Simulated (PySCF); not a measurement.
**Frontier orbitals and the lowest excitations**

Species: triethylphosphine oxide, C6H15OP.
Structure used (PBE0-D3(BJ)/def2-SVP), in Å, numbered top down from 1:
```xyz
23
C6H15OP angstrom
C      2.5687    0.4160    0.4454
C      1.5786   -0.2797   -0.4783
P      0.0101   -0.6596    0.3773
O      0.2057   -1.4325    1.6498
C     -0.9980   -1.5540   -0.8563
C     -2.3424   -1.9802   -0.2829
C     -0.8259    0.9414    0.6672
C     -1.1119    1.8137   -0.5448
H      2.6722   -0.1520    1.3818
H      2.2375    1.4333    0.7059
H      3.5610    0.5008   -0.0224
H      1.3783    0.3036   -1.3927
H      1.9742   -1.2570   -0.8025
H     -1.1064   -0.9487   -1.7717
H     -0.3968   -2.4389   -1.1251
H     -2.9954   -1.1149   -0.0888
H     -2.8774   -2.6495   -0.9730
H     -2.1941   -2.5087    0.6704
H     -0.1940    1.4635    1.4048
H     -1.7505    0.6816    1.2088
H     -1.6148    2.7465   -0.2479
H     -0.1888    2.0969   -1.0741
H     -1.7687    1.3072   -1.2687
```

Method: TDDFT CAM-B3LYP/def2-SVPD, vertical, gas phase, core orbitals frozen in the response (PySCF 2.14.0, density-fitted response routines).

Frontier orbitals with the atoms that hold most of them (Löwdin shares over 4%, at most four atoms; ? is withheld):

| orbital | ε (eV) | atoms |
| --- | --- | --- |
| HOMO-3 | -10.93 | C7 16%, O4 15%, P3 12%, C5 8% |
| HOMO-2 | -10.89 | O4 15%, P3 14%, C1 11%, C6 10% |
| HOMO-1 | -8.74 | O4 61%, P3 13%, C2 9%, C5 9% |
| HOMO | -8.66 | ? |
| LUMO | ? | ? |
| LUMO+1 | 1.68 | C1 15%, C6 14%, H11 8%, H17 8% |
| LUMO+2 | 1.72 | H15 9%, H13 9%, C5 8%, H14 8% |

**Question.** Give the leading atoms of the LUMO.

**Answer.** C8 (bonded to C and 3 H) 16%; C2 (bonded to C, P and 2 H) 6%; H22 (bonded to C) 6%; C6 (bonded to C and 3 H) 6%. By element: carbon 29% or more, hydrogen 6% or more.

**Question.** Which atoms hold the HOMO, and with what shares?

**Answer.** O4 (bonded to P) 60%; P3 (bonded to 3 C and O) 13%; C7 (bonded to C, P and 2 H) 11%.

**Question.** What is the LUMO energy, and the HOMO–LUMO gap?

**Answer.** ε(LUMO) = 0.98 eV; the gap is 9.63 eV (0.3540 hartree).

**Question.** The HOMO–LUMO gap is 9.63 eV. Where does the response calculation put the lowest singlet, and from which orbitals?

**Answer.** S1 is at 7.15 eV (f = 0.023), 2.48 eV below the gap, made of HOMO→LUMO (82%), HOMO→LUMO+3 (8%). Without the coupling terms of the response equations the lowest excitation would equal the gap.

**Question.** Give energy, strength and leading configuration of S1, S2, S7 and S8, and follow the Löwdin shares of the leading atoms from the occupied to the empty orbital.

**Answer.** 
- S1 (7.15 eV, f 0.023), HOMO→LUMO (82%): O4 60% → at most 7%, P3 13% → at most 7%, C8 at most 4% → 16%, C2 at most 4% → 6%
- S2 (7.20 eV, f 0.017), HOMO-1→LUMO (72%): O4 61% → at most 7%, P3 13% → at most 7%, C8 at most 9% → 16%, C2 9% → 6%
- S7 (7.97 eV, f 0.0000), HOMO→LUMO+1 (84%): O4 60% → at most 8%, P3 13% → at most 8%, C1 at most 4% → 15%, C6 at most 4% → 14%
- S8 (8.09 eV, f 0.0041), HOMO-1→LUMO+1 (84%): O4 61% → at most 8%, P3 13% → at most 8%, C1 at most 9% → 15%, C6 at most 9% → 14%

Hardware: Arm Neoverse V2, one thread, no GPU (shared host). Cost: 3.3 min of wall time, 2.0 GiB resident at most.

One conformer stands for the species.
